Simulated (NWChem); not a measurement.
Molecule: CH₆GeOSi; SMILES O=[C]([SiH3])[GeH3]

All runs: NWChem. Pople sets run with spherical d functions. Geometry: optimised at PBE0/def2-SVP. Total energies of different functionals are on different scales.

```
level                                           energy (Ha)  highest occupied level (eV)  orbital gap (eV)  dipole (D)
----------------------------------------------  -----------  ---------------------------  ----------------  ----------
B3LYP/6-31G*                                     -2483.1436                        -6.09              4.33        1.75
PBE/6-31G*                                       -2482.4696                        -5.04              2.36        1.54
PW6B95/6-31G*                                    -2484.4680                        -6.43              4.97        1.77
LC-BLYP (range parameter 0.33 per bohr)/6-31G*   -2482.2934                        -8.37              9.13        1.83
LDA (Slater exchange, VWN5)/6-31G*               -2477.8242                        -5.16              2.30        1.62
revPBE/6-31G*                                    -2482.8218                        -4.99              2.38        1.52
OLYP/6-31G*                                      -2483.6194                        -4.90              2.43        1.56
B97-D/6-31G*                                     -2484.0400                        -5.05              2.46        1.61
```
